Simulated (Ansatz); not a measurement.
Process, species as SMILES: [Ga][F] (F-Ga) (closed-shell singlet) → F atom + Ga atom
B3LYP-D3(BJ)/def2-TZVP geometries, fixed; electronic energies without zero-point terms.

The atomisation energy at MP2 with Ansatz (a quantum-chemistry and plane-wave program), in kcal/mol, split into its Hartree-Fock and correlation parts. Cores are frozen (with 3d on Ga to Br). Open shells are unrestricted. No added dispersion term, no relativity. Functions are those of the species that has most.

| basis | X | functions | Hartree-Fock | MP2 |
|---|---|---|---|---|
| aug-cc-pVDZ | 2 | 59 | 97.23 | 144.76 |
| aug-cc-pVTZ | 3 | 105 | 97.03 | 148.51 |
| aug-cc-pVQZ | 4 | 173 | 97.52 | 150.58 |
| aug-cc-pV5Z | 5 | 267 | 97.50 | 151.19 |

Worked estimate of the basis-set limit from each neighbouring pair, with Hartree-Fock from the larger set and the correlation part extrapolated as X^-3.
Correlation parts: X = 2: 47.53, X = 3: 51.48, X = 4: 53.06, X = 5: 53.69.
- (2,3): (27·(51.48) - 8·(47.53))/19 = 53.14; with Hartree-Fock 97.03 the estimate is 150.17 kcal/mol.
- (3,4): (64·(53.06) - 27·(51.48))/37 = 54.21; with Hartree-Fock 97.52 the estimate is 151.73 kcal/mol.
- (4,5): (125·(53.69) - 64·(53.06))/61 = 54.35; with Hartree-Fock 97.50 the estimate is 151.85 kcal/mol.
The last two estimates differ by 0.12 kcal/mol; the largest set lies 0.66 from the last. Over the last step Hartree-Fock moves by -0.02 and the correlation part by 0.63.
